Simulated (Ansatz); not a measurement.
Molecule: sum formula Si₂N₂H₇ (charge 0, doublet). It need not be the lowest isomer of its formula. SMILES: N[SiH2]N[SiH2]
Structure (B3LYP-D3(BJ)/def2-TZVP (Ansatz, a quantum-chemistry and plane-wave program) minimum search):
```xyz
11

N     -2.2918    -0.4825    -0.1587
Si    -0.9725     0.5782     0.1170
N      0.4667    -0.3211     0.4625
Si     2.0212    -0.2493    -0.3015
H     -3.2173    -0.2454     0.1594
H     -2.3137    -1.1284    -0.9315
H     -1.4136     1.4239     1.2517
H     -0.5866     1.4430    -1.0237
H      0.3536    -1.0623     1.1434
H      2.1981     1.1175    -0.8619
H      3.0738    -0.5283     0.7189
```
Charge 0, spin multiplicity 2.

Property: atomisation energy (electronic, to ground-state atoms); the coupled-cluster value holds the core correlation from cc-pwCVTZ, in kJ/mol. Correlated levels leave the core frozen unless marked. Open shells are spin-unrestricted. Spin-orbit coupling is left out. Non-relativistic. CBS marks a two-point X^-3 extrapolation of the correlation energy; Hartree-Fock from the larger set.

Level to compare with: CCSD(T)/CBS(cc-pV(T+d)Z,cc-pV(Q+d)Z) plus the core term (Ansatz), 3544.1 kJ/mol. It is a level with limits of its own, and the differences hold the functionals' basis error too.

**Question.** Rank these functionals by how close they come to CCSD(T)/CBS(cc-pV(T+d)Z,cc-pV(Q+d)Z), closest first: HSE06/def2-TZVPD (Ansatz); r2SCAN0/def2-TZVPD (Ansatz); wB97M-V/def2-TZVPD (Ansatz).

**Answer.** wB97M-V/def2-TZVPD (range-separated hybrid meta-GGA with VV10, 3541.9 kJ/mol, difference -2.2), HSE06/def2-TZVPD (screened hybrid, 3484.6 kJ/mol, difference -59.5), r2SCAN0/def2-TZVPD (hybrid meta-GGA, 3466.2 kJ/mol, difference -77.9)
